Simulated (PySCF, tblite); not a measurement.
Isomers of C6H6N4, one GFN2-xTB conformer each. Single-point energies are computed at PBE0/pcSseg-1 (PySCF, gas phase, no added dispersion term), electronic only.

| SMILES | GFN2-xTB relative energy (kJ/mol) |
| --- | --- |
| Cc1nnnc(C#N)c1C | 59.4 |
| N#Cc1cnn(C2CC2)n1 | 13.4 |
| C=Cc1nn(C)nc1C#N | 20.0 |
| Cc1nnc(C)c(C#N)n1 | 0.0 |

Conformers: `[N:1]#[C:2][c:3]1[cH:4][n:5][n:6]([CH:7]2[CH2:8][CH2:9]2)[n:10]1` with N5–N6–C7–C8 147°; `[CH2:1]=[CH:2][c:3]1[n:4][n:5]([CH3:6])[n:7][c:8]1[C:9]#[N:10]` with C1–C2–C3–N4 0°.

Question: What does PBE0/pcSseg-1 give for the same structures?

Answer: 
```
           SMILES  PBE0/pcSseg-1 E (Eh)  PBE0/pcSseg-1 (kJ/mol)  GFN2-xTB (kJ/mol)  point group
Cc1nnc(C)c(C#N)n1            -450.62339                     0.0                0.0           C1
 C=Cc1nn(C)nc1C#N            -450.61515                    21.6               20.0            –
N#Cc1cnn(C2CC2)n1            -450.60290                    53.8               13.4           Cs
  Cc1nnnc(C#N)c1C            -450.59414                    76.8               59.4           Cs
```

Both levels put the same isomer lowest; measured from each level's own lowest isomer, the values differ by up to 40.4 kJ/mol (N#Cc1cnn(C2CC2)n1: 13.4 against 53.8). 

Question: Which frontier levels, dipoles and rotational constants go with these structures?

Answer: 
```json
{"SMILES": "Cc1nnc(C)c(C#N)n1", "HOMO (eV, PBE0/pcSseg-1)": "-7.30", "LUMO (eV)": "-3.00", "dipole (D)": "1.29", "A, B, C (MHz)": "2394, 1147, 784.1"}
{"SMILES": "C=Cc1nn(C)nc1C#N", "HOMO (eV, PBE0/pcSseg-1)": "-7.34", "LUMO (eV)": "-1.45", "dipole (D)": "4.95", "A, B, C (MHz)": "1671, 1324, 742.0"}
{"SMILES": "N#Cc1cnn(C2CC2)n1", "HOMO (eV, PBE0/pcSseg-1)": "-7.81", "LUMO (eV)": "-1.27", "dipole (D)": "4.84", "A, B, C (MHz)": "3426, 855.3, 723.3"}
{"SMILES": "Cc1nnnc(C#N)c1C", "HOMO (eV, PBE0/pcSseg-1)": "-7.52", "LUMO (eV)": "-2.71", "dipole (D)": "6.29", "A, B, C (MHz)": "2361, 1216, 810.6"}
```

Question: What happens when harmonic zero-point energies from GFN2-xTB frequencies are added?

Answer: 
```
           SMILES  ZPE (kJ/mol)  electronic (kJ/mol)  with ZPE (kJ/mol)
Cc1nnc(C)c(C#N)n1         299.2                  0.0                0.0
 C=Cc1nn(C)nc1C#N         302.6                 21.6               25.0
N#Cc1cnn(C2CC2)n1         308.9                 53.8               63.5
  Cc1nnnc(C#N)c1C         300.2                 76.8               77.8
```

The zero-point energies span 9.7 kJ/mol. The order is unchanged.
